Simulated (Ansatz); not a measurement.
Calculated with Ansatz (gas phase, PBE0-D4/def2-TZVP geometries, no zero-point term in ΔE). CCSD(T)/CBS is the MP2 limit (def2-TZVPP, def2-QZVPP) plus CCSD(T) − MP2 in def2-TZVPP, frozen cores. DFT in def2-TZVPP. B3LYP here is the variant with VWN-RPA as its local correlation; programs differ in this. Open shells (•) are unrestricted, without spin–orbit coupling. One conformer a species, not always the lowest.

Reaction (homolysis of the O–Si bond): `CO[SiH](O)[SiH3]` → `C[O]`• + `O[SiH][SiH3]`•

CCSD(T)/CBS gives +506.8 kJ/mol.

(1) Another level gave +451.6 kJ/mol. Which?
A. B3LYP-D4/def2-TZVPP
B. CCSD/def2-TZVPP
C. PBE/def2-TZVPP
D. r2SCAN/def2-TZVPP

Largest T1 diagnostic among the species: 0.019.

## Answers

(1) C. PBE 451.6, r2SCAN 457.5, CCSD/def2-TZVPP 484.3, B3LYP-D4 468.8 kJ/mol.

Leaving LDA and LC-ωPBE aside and taking each functional with its dispersion term where it has one, the values, not all of them listed here, spread over 46.7 kJ/mol, from revPBE-D4 to ωB97M-V. LDA lies +74.1 kJ/mol from PBE without D4, its usual overbinding. The D4 term adds +13.4 kJ/mol with B3LYP and +7.5 kJ/mol with PBE0; it sums over pairs of atoms, weighted by their polarisabilities, and B3LYP, whose exchange is more repulsive, gets the larger term.
